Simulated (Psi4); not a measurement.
Psi4 input (wB97X-D/6-31G*):

```
memory 1500 MB

molecule {
-1 1
C    -2.19443100    0.28753400    0.29471900
C    -1.17691100   -0.02544700   -0.52064600
C    -0.06493400   -0.82036600    0.12327600
Si    1.44153400    0.25876900   -0.07809400
H    -3.04574100    0.89186900   -0.02745600
H    -2.25642300   -0.04532000    1.35375900
H    -0.21453800   -1.11194800    1.19278200
H     0.14993900   -1.74170100   -0.43712000
H     1.87413600    0.41262900   -1.49397100
H     1.27385100    1.62243200    0.49199000
H     2.65495000   -0.30105500    0.62923900
symmetry c1
no_reorient
no_com
}

set {
  basis 6-31G*
  reference rks
  scf_type pk
  dft_radial_points 99
  dft_spherical_points 590
  e_convergence 1e-8
  d_convergence 1e-7
  maxiter 150
}

e = energy('wb97x-d')
print_out(f'\nFINAL {e:.10f} DIPOLE {variable("CURRENT DIPOLE")[0]:.6f} {variable("CURRENT DIPOLE")[1]:.6f} {variable("CURRENT DIPOLE")[2]:.6f}\n')
```

Output:

```
   => Loading Basis Set <=

    Name: 6-31G*
    Role: ORBITAL
    Keyword: BASIS
    atoms 1-3  entry C          line   111 file 6-31gs.gbs
    atoms 4    entry SI         line   268 file 6-31gs.gbs
    atoms 5-11 entry H          line    44 file 6-31gs.gbs

   => WB97X-D: Empirical Dispersion <=

    Chai and Head-Gordon Dispersion Correction
    Chai, J.-D.; Head-Gordon, M. (2010), J. Chem. Phys., 132: 6615-6620

        s6 =       1.000000

         ---------------------------------------------------------
                                   SCF
               by Justin Turney, Rob Parrish, Andy Simmonett
                          and Daniel G. A. Smith
                              RKS Reference
         ---------------------------------------------------------

  ==> Geometry <==

    Molecular point group: c1
    Full point group: C1

    Geometry (in Angstrom), charge = -1, multiplicity = 1:

       Center              X                  Y                   Z               Mass
    ------------   -----------------  -----------------  -----------------  -----------------
         C           -2.194431000000     0.287534000000     0.294719000000    12.000000000000
         C           -1.176911000000    -0.025447000000    -0.520646000000    12.000000000000
         C           -0.064934000000    -0.820366000000     0.123276000000    12.000000000000
         SI           1.441534000000     0.258769000000    -0.078094000000    27.976926534650
         H           -3.045741000000     0.891869000000    -0.027456000000     1.007825032230
         H           -2.256423000000    -0.045320000000     1.353759000000     1.007825032230
         H           -0.214538000000    -1.111948000000     1.192782000000     1.007825032230
         H            0.149939000000    -1.741701000000    -0.437120000000     1.007825032230
         H            1.874136000000     0.412629000000    -1.493971000000     1.007825032230
         H            1.273851000000     1.622432000000     0.491990000000     1.007825032230
         H            2.654950000000    -0.301055000000     0.629239000000     1.007825032230

  Running in c1 symmetry.

  Rotational constants: A =      0.57081  B =      0.09895  C =      0.09422 [cm^-1]
  Rotational constants: A =  17112.49485  B =   2966.32035  C =   2824.67221 [MHz]
  Nuclear repulsion =  145.383153333346627

  Charge       = -1
  Multiplicity = 1
  Electrons    = 40
  Nalpha       = 20
  Nbeta        = 20

  ==> Algorithm <==

  SCF Algorithm Type is PK.
  DIIS enabled.
  MOM disabled.
  Fractional occupation disabled.
  Guess Type is SAD.
  Energy threshold   = 1.00e-08
  Density threshold  = 1.00e-07
  Integral threshold = 1.00e-12

  ==> Primary Basis <==

  Basis Set: 6-31G*
    Blend: 6-31G*
    Number of shells: 40
    Number of basis functions: 78
    Number of Cartesian functions: 78
    Spherical Harmonics?: false
    Max angular momentum: 2

  ==> DFT Potential <==

   => LibXC <=

    Version 7.1.2
    S. Lehtola, C. Steigemann, M. J. T. Oliveira, and M. A. L. Marques,  SoftwareX 7, 1–5 (2018) (10.1016/j.softx.2017.11.002)

   => Composite Functional: WB97X-D <=

    wB97X-D Hyb-GGA Exchange-Correlation Functional

    J.-D. Chai and M. Head-Gordon,  Phys. Chem. Chem. Phys. 10, 6615–6620 (2008) (10.1039/B810189B)

    Deriv               =              1
    GGA                 =           TRUE
    Meta                =          FALSE

    Exchange Hybrid     =           TRUE
    MP2 Hybrid          =          FALSE

   => Exchange-Correlation Functionals <=

    1.0000   wB97X-D range-separated functional

   => Exact (HF) Exchange <=

    0.7780            HF,LR [omega = 0.2000]
    0.2220               HF

   => LibXC Density Thresholds  <==

    XC_HYB_GGA_XC_WB97X_D:  1.00E-14

   => Molecular Quadrature <=

    Radial Scheme          =       TREUTLER
    Pruning Scheme         =           NONE
    Nuclear Scheme         =       TREUTLER

    Blocking Scheme        =         OCTREE
    BS radius alpha        =              1
    Pruning alpha          =              1
    Radial Points          =             99
    Spherical Points       =            590
    Total Points           =         608163
    Total Blocks           =           4302
    Max Points             =            256
    Max Functions          =             77
    Weights Tolerance      =       1.00E-15

  ==> Integral Setup <==

  Using in-core PK algorithm.
   Calculation information:
      Number of atoms:                  11
      Number of AO shells:              40
      Number of primitives:            100
      Number of atomic orbitals:        78
      Number of basis functions:        78

      Integral cutoff                 1.00e-12
      Number of threads:                 1

  Performing in-core PK
  Using 14243463 doubles for integral storage.
  We computed 311881 shell quartets total.
  Whereas there are 336610 unique shell quartets.

  Computing range-separated integrals for PK
  We computed 311881 wK shell quartets total.
  Whereas there are 336610 wK unique shell quartets.

  ==> DiskJK: Disk-Based J/K Matrices <==

    J tasked:                  Yes
    K tasked:                  Yes
    wK tasked:                 Yes
    Omega:               2.000E-01
    Schwarz Cutoff:          1E-12


  Cached 50.0% of DFT collocation blocks in 0.561 [GiB].

  Minimum eigenvalue in the overlap matrix is 5.5854583895E-03.
  Reciprocal condition number of the overlap matrix is 8.1783536850E-04.
    Using symmetric orthogonalization.

  ==> Pre-Iterations <==

  SCF Guess: Superposition of Atomic Densities via on-the-fly atomic UHF (no occupation information).

   -------------------------
    Irrep   Nso     Nmo
   -------------------------
     A         78      78
   -------------------------
    Total      78      78
   -------------------------

  ==> Iterations <==

                        Total Energy        Delta E     RMS |[F,P]|

   @RKS iter SAD:  -406.92340015068913   -4.06923e+02   0.00000e+00
   @RKS iter   1:  -407.57461823546481   -6.51218e-01   8.66043e-03 DIIS/ADIIS
   @RKS iter   2:  -407.65746191889849   -8.28437e-02   7.66763e-03 DIIS/ADIIS
   @RKS iter   3:  -407.85703599457554   -1.99574e-01   8.77328e-04 DIIS/ADIIS
   @RKS iter   4:  -407.85905308842092   -2.01709e-03   4.29422e-04 DIIS/ADIIS
   @RKS iter   5:  -407.85966178363708   -6.08695e-04   7.48364e-05 DIIS
   @RKS iter   6:  -407.85968845561268   -2.66720e-05   1.61336e-05 DIIS
   @RKS iter   7:  -407.85969032963317   -1.87402e-06   3.48567e-06 DIIS
   @RKS iter   8:  -407.85969044527661   -1.15643e-07   1.62433e-06 DIIS
   @RKS iter   9:  -407.85969046186000   -1.65834e-08   5.47357e-07 DIIS
   @RKS iter  10:  -407.85969046455062   -2.69063e-09   1.32780e-07 DIIS
   @RKS iter  11:  -407.85969046485371   -3.03089e-10   3.34914e-08 DIIS
  Energy and wave function converged.

  ==> Post-Iterations <==

   Electrons on quadrature grid:
      Ntotal   =   40.0000026786 ; deviation = 2.679e-06

    Orbital Energies [Eh]
    ---------------------

    Doubly Occupied:

       1A    -66.102704     2A    -10.094349     3A    -10.047456
       4A    -10.022825     5A     -5.219089     6A     -3.564146
       7A     -3.563645     8A     -3.561899     9A     -0.645361
      10A     -0.551624    11A     -0.441883    12A     -0.383611
      13A     -0.320504    14A     -0.278900    15A     -0.267842
      16A     -0.245719    17A     -0.242221    18A     -0.188852
      19A     -0.082243    20A     -0.020928

    Virtual:

      21A      0.274356    22A      0.304808    23A      0.312266
      24A      0.349136    25A      0.382200    26A      0.391183
      27A      0.410753    28A      0.424225    29A      0.450705
      30A      0.484901    31A      0.497152    32A      0.502354
      33A      0.545699    34A      0.615793    35A      0.686737
      36A      0.779257    37A      0.802536    38A      0.839453
      39A      0.879153    40A      0.897536    41A      0.917748
      42A      0.931539    43A      0.949059    44A      0.989593
      45A      1.000247    46A      1.054288    47A      1.089954
      48A      1.113657    49A      1.136982    50A      1.182026
      51A      1.202318    52A      1.238214    53A      1.261640
      54A      1.336724    55A      1.354397    56A      1.413205
      57A      1.474466    58A      1.518212    59A      1.623782
      60A      1.773915    61A      1.880575    62A      1.975623
      63A      2.049255    64A      2.192219    65A      2.299163
      66A      2.374562    67A      2.412315    68A      2.490858
      69A      2.581500    70A      2.631657    71A      2.760265
      72A      2.794167    73A      3.104040    74A      3.145913
      75A      3.221077    76A      4.465953    77A      4.513554
      78A      4.730222

    Final Occupation by Irrep:
              A
    DOCC [    20 ]
    NA   [    20 ]
    NB   [    20 ]

  @RKS Final Energy:  -407.85969046485371

   => Energetics <=

    Nuclear Repulsion Energy =            145.3831533333466268
    One-Electron Energy =                -855.7154280850242003
    Two-Electron Energy =                 330.4854864039634208
    DFT Exchange-Correlation Energy =     -28.0090713847035069
    Empirical Dispersion Energy =          -0.0038307324360169
    VV10 Nonlocal Energy =                  0.0000000000000000
    Total Energy =                       -407.8596904648537134

Computation Completed

Properties will be evaluated at   0.000000,   0.000000,   0.000000 [a0]

Properties computed using the SCF density matrix

 Multipole Moments:

 ------------------------------------------------------------------------------------
     Multipole            Electronic (a.u.)      Nuclear  (a.u.)        Total (a.u.)
 ------------------------------------------------------------------------------------

 L = 1.  Multiply by 2.5417464519 to convert [e a0] to [Debye]
 Dipole X            :          1.4234322           -0.0000113            1.4234208
 Dipole Y            :         -0.3882760           -0.0000038           -0.3882797
 Dipole Z            :          0.5843303            0.0000019            0.5843322
 Magnitude           :                                                    1.5869254

 ------------------------------------------------------------------------------------

FINAL -407.8596904649 DIPOLE 1.423421 -0.388280 0.584332

*** Psi4 exiting successfully. Buy a developer a beer!
```

The dipole moment of an ion depends on the origin.

The geometry given is a B3LYP-D3(BJ)/def2-TZVP minimum.
